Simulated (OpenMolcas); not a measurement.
**GeS (germanium sulfide): name the method**

GeS has 2 atoms, charge 0, and is taken as a singlet. SMILES: `[S+]#[Ge-]`. The bond length is the measured one.

```
atom   x (Å)   y (Å)   z (Å)
   S  0.0000  0.0000  0.0000
  Ge  0.0000  0.0000  2.0121
```

Orbital energies are those of the mean-field step.

A calculation with OpenMolcas 26.06 gave:

```json
{
  "total energy": "-2475.0564 Eh",
  "dipole moment": "1.99 D",
  "HOMO energy": "-6.82 eV",
  "LUMO energy": "-3.09 eV",
  "HOMO–LUMO gap": "3.74 eV",
  "largest force": "0.919 eV/Å"
}
```

Q: Which of these levels gave the numbers?
A. B3LYP/6-31G* (spherical functions)
B. B3LYP/aug-cc-pVTZ
C. MP2/aug-cc-pVTZ
D. revPBE/aug-cc-pVTZ

A: D. The others give -2473.3265 Eh (MP2/aug-cc-pVTZ), -2474.9884 Eh (B3LYP/6-31G* (spherical functions)), -2475.3497 Eh (B3LYP/aug-cc-pVTZ).
